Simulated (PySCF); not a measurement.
N2, singlet, at a GFN2-xTB geometry; PBE0/def2-SVP (PySCF).

PySCF was given this input:
```python
from pyscf import gto, scf, dft

mol = gto.M(
    atom='''
N    -0.000000   -0.000000   -0.549110
N     0.000000    0.000000    0.549110
''',
    basis='def2-svp',
    charge=0,
    spin=0,
    verbose=4,
)

mf = dft.RKS(mol)
mf.xc = 'pbe0'
mf.kernel()
```

The log (banner, timings and long lists left out):

```
PySCF version 2.14.0

[INPUT] verbose = 4
[INPUT] num. atoms = 2
[INPUT] num. electrons = 14
[INPUT] charge = 0
[INPUT] spin (= nelec alpha-beta = 2S) = 0
[INPUT] symmetry False subgroup None
[INPUT] Mole.unit = angstrom
[INPUT] Symbol           X                Y                Z      unit          X                Y                Z       unit  Magmom
[INPUT]  1 N      0.000000000000   0.000000000000  -0.549110000000 AA    0.000000000000   0.000000000000  -1.037667512260 Bohr   0.0
[INPUT]  2 N      0.000000000000   0.000000000000   0.549110000000 AA    0.000000000000   0.000000000000   1.037667512260 Bohr   0.0

nuclear repulsion = 23.6106457131358
number of shells = 12
number of NR pGTOs = 48
number of NR cGTOs = 28
basis = def2-svp
ecp = {}

******** <class 'pyscf.dft.rks.RKS'> ********
method = RKS
initial guess = minao
damping factor = 0
level_shift factor = 0
DIIS = <class 'pyscf.scf.diis.CDIIS'>
diis_start_cycle = 1
diis_space = 8
diis_damp = 0
SCF conv_tol = 1e-09
SCF conv_tol_grad = None
SCF max_cycles = 50
direct_scf = True
direct_scf_tol = 1e-13
XC library pyscf.dft.libxc version 7.1.2
    S. Lehtola, C. Steigemann, M. J. T. Oliveira, and M. A. L. Marques,  SoftwareX 7, 1–5 (2018)
XC functionals = pbe0
    C. Adamo and V. Barone,  J. Chem. Phys. 110, 6158 (1999)
    M. Ernzerhof and G. E. Scuseria,  J. Chem. Phys. 110, 5029 (1999)
radial grids:
    Treutler-Ahlrichs [JCP 102, 346 (1995); DOI:10.1063/1.469408] (M4) radial grids

becke partition: Becke, JCP 88, 2547 (1988); DOI:10.1063/1.454033
pruning grids: <function nwchem_prune>
grids dens level: 3
symmetrized grids: False
atomic radii adjust function: <function treutler_atomic_radii_adjust>
small_rho_cutoff = 0
Set gradient conv threshold to 3.16228e-05
Initial guess from minao.
tot grids = 27808
init E= -109.435011502719
  HOMO = -0.392329930665563  LUMO = -0.0329465432520781  gap/eV = 9.77932
cycle= 1 E= -109.313410658278  delta_E= 0.122  |g|= 0.0879  |ddm|=  1.8
  HOMO = -0.453713779865385  LUMO = -0.0254095060533271  gap/eV = 11.65475
cycle= 2 E= -109.314709537479  delta_E= -0.0013  |g|= 0.0427  |ddm|= 0.15
  HOMO = -0.440771608464077  LUMO = -0.0115642718557526  gap/eV = 11.67933
cycle= 3 E= -109.315133279514  delta_E= -0.000424  |g|= 0.00366  |ddm|= 0.0408
  HOMO = -0.44254791285206  LUMO = -0.0129473604500152  gap/eV = 11.69003
cycle= 4 E= -109.315136822776  delta_E= -3.54e-06  |g|= 0.000494  |ddm|= 0.00422
  HOMO = -0.442371391868694  LUMO = -0.0128042861864387  gap/eV = 11.68912
cycle= 5 E= -109.315136877209  delta_E= -5.44e-08  |g|= 1.83e-05  |ddm|= 0.000891
  HOMO = -0.442379011660297  LUMO = -0.0128099356776776  gap/eV = 11.68917
cycle= 6 E= -109.315136877326  delta_E= -1.17e-10  |g|= 3.91e-07  |ddm|= 2.81e-05
  HOMO = -0.44237906658711  LUMO = -0.0128098996935584  gap/eV = 11.68917
Extra cycle  E= -109.315136877326  delta_E= -1.71e-13  |g|= 5.39e-08  |ddm|= 6.07e-07
converged SCF energy = -109.315136877326
```
